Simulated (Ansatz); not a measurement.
`B/C=C/C` + `NS` → `BN` + `C/C=C/S` at 700 K and 1 bar (formal exchange of groups at a B–C bond).

Isolated molecules relaxed with PBE0-D4/def2-TZVP in Ansatz; ΔE leaves out vibrations. CBS: MP2 limit from def2 TZ/QZ plus the TZ coupled-cluster correction, frozen cores. This one scheme is used for every species. Double bonds are as drawn, so ΔE can hold a change between cis and trans. One conformer a species, not always the lowest.

```json
{"species": "`B/C=C/C`", "CCSD(T)/CBS energy (Eh)": "-143.12983", "H − E (kJ/mol)": "305.7", "S (J/(mol·K))": "399.5"}
{"species": "`NS`", "CCSD(T)/CBS energy (Eh)": "-454.25783", "H − E (kJ/mol)": "129.1", "S (J/(mol·K))": "297.4"}
{"species": "`BN`", "CCSD(T)/CBS energy (Eh)": "-81.93499", "H − E (kJ/mol)": "163.7", "S (J/(mol·K))": "282.2"}
{"species": "`C/C=C/S`", "CCSD(T)/CBS energy (Eh)": "-515.52005", "H − E (kJ/mol)": "273.5", "S (J/(mol·K))": "403.0"}
```

H − E and S are ideal-gas, rigid-rotor, harmonic terms from PBE0-D4/def2-TZVP, for one conformer and one mirror image of each species. 1 Eh = 2625.50 kJ/mol, R = 8.31446 J/(mol·K).

Q: By hand: ΔE, ΔH, ΔS and ΔG.

A: ΔE = (-81.93499) + (-515.52005) − (-143.12983) − (-454.25783) = -0.06738 Eh = -176.9 kJ/mol. Δ(H − E) = 163.7 + 273.5 − 305.7 − 129.1 = 2.4, so ΔH = -174.5 kJ/mol. ΔS = 282.2 + 403.0 − 399.5 − 297.4 = -11.7 J/(mol·K). ΔG = -174.5 − 700 × (-11.7)/1000 = -166.3 kJ/mol.

Q: By hand: the equilibrium constant, and the temperature at which ΔG would vanish if ΔH and ΔS stayed fixed.

A: log₁₀ K = −ΔG/(RT ln 10) = 12.4. ΔG = 0 at ΔH/ΔS = 14915 K, far beyond where these terms or the molecules hold.

The number of gas molecules stays the same, so ΔS is small and ΔH decides. A doubt of 5 kJ/mol in ΔE shifts log₁₀ K by 0.4 here. Other conformers and mirror images would add mixing entropy, several J/(mol·K) or more a flexible species. These are equilibria of isolated gas molecules and say nothing of rates. Largest T1 diagnostic: 0.012 (customary marks: 0.02 for closed shells, 0.045 for open ones).
